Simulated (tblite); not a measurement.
Species: C6H4O4.
Structure used (GFN2-xTB), in Å, numbered top down from 1:
```xyz
14
C6H4O4 angstrom
O      2.9173    0.8393    0.2129
C      2.8302   -0.2160   -0.3175
O      1.7068   -0.9463   -0.4971
C      0.4750   -0.4323   -0.2006
C     -0.4810   -1.1994    0.3757
C     -1.7514   -0.6014    0.5902
C     -1.9697    0.6823    0.2247
C     -0.9374    1.4775   -0.3987
O     -1.0213    2.6094   -0.7817
O      0.2887    0.8234   -0.5753
H      3.6632   -0.8068   -0.7284
H     -0.2727   -2.2163    0.6533
H     -2.5317   -1.1884    1.0501
H     -2.9168    1.1747    0.3703
```

Level: GFN2-xTB in tblite, geometry and Hessian alike; calculated harmonic values, unscaled, isolated species. Against measured fundamentals such values can be off by several per cent, at times by over 20. One conformer, not necessarily the lowest.

Harmonic wavenumbers (cm⁻¹): 37.1, 106.6, 154.9, 170.8, 251.1, 349.1, 397.9, 476.1, 479.5, 521.1, 606.4, 685.1, 716.2, 764.0, 797.0, 852.7, 884.8, 927.4, 930.7, 979.1, 1016.8, 1067.1, 1082.8, 1156.8, 1188.7, 1297.2, 1339.6, 1375.2, 1523.3, 1638.1, 1781.9, 1820.0, 2856.9, 3093.1, 3126.1, 3151.0.

A = 2459, B = 1124, C = 815.0 MHz; mass 140.011 u (most abundant isotopes); point group C1, symmetry number 1.

Q: What is the zero-point energy?

A: ½Σν̃ = 19801 cm⁻¹ = 56.61 kcal/mol.

Q: Give the ideal-gas entropy at 298.15 K and 1 bar in the rigid-rotor, harmonic-oscillator model (classical rotation).

A: Translation 40.75, rotation 29.35, vibration 22.26: S = 92.4 cal/(mol K).

Q: And Cp and H(298.15 K) − H(0)?

A: Cp = 32.69 cal/(mol K), of which vibrations give 24.74 (their classical limit is 36 R = 71.5); H(298.15 K) − H(0) = 5.92 kcal/mol without the zero-point energy, 3.55 from vibrations.

Q: How do the functions run with temperature in this model?

A: 
| T (K) | S (cal/(mol K)) | Cp (cal/(mol K)) | H − H(0) (kcal/mol) | G − H(0) (kcal/mol) | ln q(vib) |
| --- | --- | --- | --- | --- | --- |
| 50 | 58.5 | 11.6 | 0.48 | -2.45 | 0.49 |
| 100 | 67.8 | 15.7 | 1.16 | -5.62 | 1.37 |
| 373.15 | 100.4 | 38.8 | 8.60 | -28.85 | 6.73 |
| 500 | 113.0 | 47.3 | 14.09 | -42.39 | 9.32 |
| 750 | 134.4 | 58.2 | 27.42 | -73.41 | 14.29 |
| 1000 | 152.1 | 64.6 | 42.83 | -109.29 | 18.88 |

q(vib) and H(0) count from the zero-point level.

Q: Blend soft modes into free rotors: weight 1/[1 + (100 cm⁻¹/ν̃)⁴] for the oscillator and the rest for a rotor with moment μB/(μ + B), μ = h/(8π²ν), B = 10⁻⁴⁴ kg m². What vibrational entropy results?

A: 20.46 cal/(mol K) in place of 22.26, which changes −T·S at 298.15 K by +0.54 kcal/mol.

Q: Which modes carry the vibrational entropy at 298.15 K?

A: 37.1 cm⁻¹: 5.41; 106.6 cm⁻¹: 3.33; 154.9 cm⁻¹: 2.61; 170.8 cm⁻¹: 2.43; 251.1 cm⁻¹: 1.72; 349.1 cm⁻¹: 1.17 cal/(mol K); the other 30 give 5.59 together.

Hindered rotation and anharmonicity are outside this model. Other conformers, if any are populated, would add a mixing term that is left out. The structure is chiral; the term R ln 2 for an equal mix with its mirror image is left out.
